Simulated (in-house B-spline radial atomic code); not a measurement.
A fraction x of an electron is moved 3s → 3d in P²⁺, starting from [Ne] 3s2 3p1 and keeping the highest spin. Level of theory: scalar-relativistic (X2C) OLYP, spin-polarised, spherical fractional occupations, Fermi nucleus of rms radius 3.1889 fm; calculated with an all-electron radial atomic-structure program (B-spline basis).

```
    x  E(x) - E(0) (eV)  3s down level (eV)  3d up level (eV)
    0            0.0000             -32.868                 -
0.125            2.5422             -32.884           -12.654
 0.25            5.0566             -32.872           -12.875
0.375            7.5410             -32.843           -13.091
  0.5            9.9950             -32.818           -13.302
0.625                 ?                   ?                 ?
 0.75                 ?                   ?                 ?
0.875           17.2776             -33.722           -13.911
    1           19.8051                   -           -14.114
```

(1) What belongs in the row x = 0.625?

(2) What belongs in the row x = 0.75?

(3) Check Janak's theorem between x = 0.125 and 0.25.

Answers

(1) An energy change of 12.4223 eV; 3s down at -32.848 eV, 3d up at -13.509 eV.

(2) An energy change of 14.8371 eV; 3s down at -33.056 eV, 3d up at -13.710 eV.

(3) The slope of the energy is 20.12 eV; the orbital levels give 20.11 eV (ε of the receiving orbital less ε of the emptying one, averaged over the two points).
